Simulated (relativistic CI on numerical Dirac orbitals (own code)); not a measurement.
## V³⁺: L2,3 absorption edge

Computed with this model: Dirac-Coulomb-Breit CI, KLI orbitals optimised for each configuration, model QED, valence Slater integrals scaled by 0.7, multiplet model of core-to-valence dipole absorption; configurations [Ar] 3d2 → [He] 2s2 2p5 3s2 3p6 3d3; 300 K; Lorentzian 0.6 eV and Gaussian 0.3 eV FWHM. Energies are those of the free ion, without screening or charge transfer. The branching ratio is the share of the lower-energy edge in the whole absorption, uncertain by about 0.02 where the edges overlap. S is read from ⟨S²⟩ = S(S + 1).

Field parameters in Wybourne normalisation: D4h B²₀ = −7Ds, B⁴₀ = 21(Dq − Dt), B⁴₄ = 21√(5/14) Dq. The field is a parameter set, without covalency.

free ion: ground-state S = 1.00, centroid 521.43 eV. Peaks (eV, height): 516.2 (10), 518.4 (100), 519.4 (49), 519.9 (49), 523.1 (33), 524.0 (28), 526.1 (48).

D4h, 10Dq = 16350, Ds = -1500, Dt = -590 cm⁻¹: ground-state S = 1.00, centroid 522.00 eV. Peaks (eV, height): 515.3 (12), 516.8 (39), 519.7 (100), 522.3 (41), 525.2 (69), 526.7 (66).

D4h, 10Dq = 16350, Ds = -860, Dt = -590 cm⁻¹: ground-state S = 1.00, centroid 522.00 eV. Peaks (eV, height): 515.3 (13), 517.6 (58), 520.0 (100), 522.3 (45), 524.8 (69), 526.5 (74).

D4h, 10Dq = 16350, Ds = -210, Dt = -590 cm⁻¹: ground-state S = 1.00, centroid 522.09 eV. Peaks (eV, height): 515.4 (12), 517.7 (53), 519.7 (100), 522.5 (42), 524.8 (76), 526.5 (79).

D4h, 10Dq = 16350, Ds = 430, Dt = -590 cm⁻¹: ground-state S = 1.00, centroid 522.12 eV. Peaks (eV, height): 517.9 (43), 519.6 (100), 522.6 (35), 525.0 (69), 526.5 (69).

D4h, 10Dq = 16350, Ds = 1070, Dt = -590 cm⁻¹: ground-state S = 1.00, centroid 522.15 eV. Peaks (eV, height): 517.9 (38), 519.5 (100), 522.7 (31), 525.2 (69), 526.5 (62).

Strongest unbroadened transitions for D4h, 10Dq = 16350, Ds = -1500, Dt = -590 cm⁻¹:

```csv
Energy (eV),Relative strength
516.70,46.4
516.81,41.5
519.16,61.5
519.58,40.9
519.63,50.6
519.74,47.8
519.76,48.3
519.79,39.9
519.83,42.9
520.11,63.0
520.74,44.6
525.04,44.7
525.09,54.7
525.44,65.5
525.81,48.1
526.56,63.3
526.73,100.0
527.01,46.8
```
